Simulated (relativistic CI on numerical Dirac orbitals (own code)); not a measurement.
**Ti³⁺ in a cubic cluster: 3s photoemission with charge transfer**

Computed with a charge-transfer multiplet model of a cubic metal-ligand cluster with up to 2 ligand holes, Slater and spin-orbit integrals from Dirac-Coulomb-Breit ions, Slater integrals scaled by 0.9. The ground state mixes d1 with configurations of k ligand holes L, whose averages lie at kΔ + k(k − 1)U_dd/2; a core hole lowers each added d electron by U_cd. 300 K, Lorentzian 1.4 eV and Gaussian 0.8 eV FWHM.

Atomic integrals in eV (Slater integrals scaled, ζ unscaled), ground: F2dd 7.400, F4dd 4.602, zeta_d 0.017; with the core hole: F2dd 7.400, F4dd 4.602, zeta_d 0.022, G2cd 9.519. Where a configuration has fewer than two d electrons, the dd integrals are those of d2.

Cluster parameters (eV): Δ = 6.1, U_dd = 5.8, U_cd = 7, 10Dq(ligand) = 0.2, V(eg) = 2.85, V(t2g) = -1.34, final-state hopping factor = 1.

| Case | n_d | d1 | d2L | d3L2 | S |
| --- | --- | --- | --- | --- | --- |
| 10Dq = 0.7 eV | 1.46 | 0.59 | 0.37 | 0.05 | 0.50 |
| 10Dq = 1 eV | 1.46 | 0.59 | 0.36 | 0.05 | 0.50 |
| 10Dq = 1.3 eV | 1.45 | 0.60 | 0.36 | 0.05 | 0.50 |
| 10Dq = 1.6 eV | 1.45 | 0.60 | 0.36 | 0.05 | 0.50 |
| 10Dq = 1.9 eV | 1.44 | 0.60 | 0.35 | 0.04 | 0.50 |

Weights, n_d and S are thermal averages at 300 K. Binding energies count from the first peak over 30 % of the highest in each spectrum, which can be another peak from case to case. The parameters are a model scan and need not match a compound or its usual spin state. Peaks in eV (height, largest 100):
- 10Dq = 0.7 eV: 0.0 (100), 3.7 (38), 7.1 (10), 12.1 (12), 15.5 (7)
- 10Dq = 1 eV: 0.0 (100), 3.7 (39), 7.2 (10), 12.0 (12), 15.4 (7)
- 10Dq = 1.3 eV: 0.0 (100), 3.7 (40), 7.3 (10), 12.1 (12), 15.5 (7)
- 10Dq = 1.6 eV: 0.0 (100), 3.7 (41), 7.3 (10), 12.0 (11), 15.6 (7)
- 10Dq = 1.9 eV: 0.0 (100), 3.6 (42), 6.5 (11), 11.6 (12), 15.6 (6)

For the case 10Dq = 1 eV, Δ = 6.1 eV is larger than U_dd = 5.8 eV, the Mott-Hubbard side of the Zaanen-Sawatzky-Allen scheme. With the core hole the average of the configuration with one ligand hole lies at Δ − U_cd = -0.9 eV before mixing: the effective hopping of about 6.2 eV (from the holes of the mixed ground state) is comparable with this gap or larger, so the configurations mix strongly.

Without intra-shell correlation the exchange splitting of the 3s hole comes out too large.
